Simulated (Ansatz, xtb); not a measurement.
## Relaxing a trial structure of CH4Al2B

The starting geometry of this gas-phase doublet was built from a drawn formula by distance geometry and a force field; its bonds are those of `[B]1[CH2][AlH][AlH]1`.

```yaml
atoms:
  - { symbol: C, position_ang: [0.5368, 0.5713, -1.9616] }
  - { symbol: Al, position_ang: [-1.0777, -0.5136, -1.4674] }
  - { symbol: Al, position_ang: [-1.2013, 1.4226, -0.1806] }
  - { symbol: B, position_ang: [0.6148, 1.9211, -1.1530] }
  - { symbol: H, position_ang: [0.5535, 0.7685, -3.0718] }
  - { symbol: H, position_ang: [1.4672, -0.0365, -1.7271] }
  - { symbol: H, position_ang: [-1.7489, -1.9406, -1.8422] }
  - { symbol: H, position_ang: [-2.1732, 2.1167, 0.9046] }
```

Problem. Predict what it relaxes into with r2SCAN-D4/def2-SVP.

Solution. A new bond forms, giving a structure given below by its coordinates. Contacts that close: Al2–B4 (2.98 → 2.26 Å).

The energy falls by 2.38 eV over 9 steps:

```
step  E − E(last) (eV)
   1             2.385
   2             1.295
   3             0.507
   4             0.223
   5             0.084
   6             0.027
   7             0.003
   8             0.001
   9             0.000
```

Final geometry (Å):

```yaml
atoms:
  - { symbol: C, position_ang: [0.7063, 0.4927, -2.1080] }
  - { symbol: Al, position_ang: [-1.1023, -0.4089, -1.3759] }
  - { symbol: Al, position_ang: [-1.4777, 1.5606, 0.0875] }
  - { symbol: B, position_ang: [0.1507, 1.4523, -1.1333] }
  - { symbol: H, position_ang: [0.6332, 0.6720, -3.1938] }
  - { symbol: H, position_ang: [1.5773, -0.1362, -1.8585] }
  - { symbol: H, position_ang: [-1.3385, -1.8177, -2.0677] }
  - { symbol: H, position_ang: [-2.1779, 2.4949, 1.1505] }
```

From the same start GFN2-xTB reaches the same bonding as this run.

The end wasn't checked by frequencies. Open shells are spin-unrestricted. Run with Ansatz 0.2.0, 83 s on 2 threads of Intel(R) Xeon(R) Platinum 8259CL CPU @ 2.50GHz (Skylake/Cascade Lake), on a shared host.
